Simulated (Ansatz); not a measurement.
Total energies of (ZnS)2 ring (Zn₂S₂) from Ansatz at PBE0-D4/def2-TZVP, gas phase (1 Eh = 27.2114 eV = 2625.5 kJ/mol). The reference geometry is relaxed at PBE0-D4/def2-SVP.

| atom | x (Å) | y (Å) | z (Å) |
| --- | --- | --- | --- |
| Zn1 | 1.013 | 0.661 | 0.041 |
| S2 | -0.971 | 1.442 | 0.733 |
| Zn3 | -1.013 | -0.661 | -0.041 |
| S4 | 0.971 | -1.442 | -0.733 |

```json
{"state": "charge 0 singlet", "geometry": "reference", "energy (Eh)": "-4354.51163"}
{"state": "charge 1 doublet", "geometry": "reference", "energy (Eh)": "-4354.19984"}
{"state": "free Zn atom (singlet)", "geometry": "–", "energy (Eh)": "-1779.14424"}
{"state": "free S atom (triplet)", "geometry": "–", "energy (Eh)": "-397.97371"}
```

Task: Work out the vertical ionisation energy to the doublet.

Result: E(charge 1 doublet) − E(charge 0 singlet) = -4354.19984 − (-4354.51163) = 0.31179 Eh = 8.48 eV. For comparison, −ε of the highest occupied level is 6.61 eV at this level, 1.87 eV less.

Task: What is the binding energy per atom against free atoms?

Result: Atoms: 2 × (-1779.14424) + 2 × (-397.97371) = -4354.23590 Eh. Binding: -4354.23590 − (-4354.51163) = 0.27573 Eh = 7.50 eV, or 1.88 eV for each of 4 atoms (no zero-point energy, no counterpoise term).
